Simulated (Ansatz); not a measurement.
Compare A (`S[CH2][GeH3]`) with its isomer B (`C[S][GeH3]`).

Isolated molecules relaxed with PBE0-D4/def2-TZVP in Ansatz; ΔE leaves out vibrations. CCSD(T)/CBS is the MP2 limit (def2-TZVPP, def2-QZVPP) plus CCSD(T) − MP2 in def2-TZVPP, frozen cores. DFT in def2-TZVPP. B3LYP here is the variant with VWN-RPA as its local correlation; programs differ in this. For Ge outer-core shells are correlated without core-valence functions, which leaves a few kJ/mol of doubt a bond. Scalar relativity is left out up to krypton. Each species was taken in one conformer, which may not be the lowest.

(1) Which isomer does CCSD(T)/CBS put lower? Give the gap. (An estimate is asked.)

(2) Give E(B) − E(A) in kcal/mol with CCSD(T)/def2-SVP, B3LYP, BLYP-D4, B3LYP-D4, HF/def2-TZVPP, PBE0-D4, LDA (SPW92). (An estimate is asked.)

(3) Does the order hold for the free energy at 298.15 K (harmonic terms from PBE0-D4)? (Estimate.)

Largest T1 diagnostic: 0.011.

Answers

(1) The calculation gave: B, by 13.9 kcal/mol.

(2) The calculation gave: CCSD(T)/def2-SVP -13.4, B3LYP -15.2, BLYP-D4 -15.0, B3LYP-D4 -15.2, HF/def2-TZVPP -16.1, PBE0-D4 -15.2, LDA (SPW92) -13.7. None reverses the order clearly.

(3) Computed: Yes: G(B) − G(A) = -12.6 kcal/mol, for one conformer each.

Leaving LDA and LC-ωPBE aside and taking each functional with its dispersion term where it has one, the values, not all of them listed here, spread over 1.1 kcal/mol, from B97M-V to ωB97M-V. LDA lies +1.4 kcal/mol from PBE without D4. In def2-TZVPP, CCSD(T) changes the Hartree–Fock value by +2.5 kcal/mol (the triples alone add +0.0 kcal/mol) and MP2 by +2.1 kcal/mol.
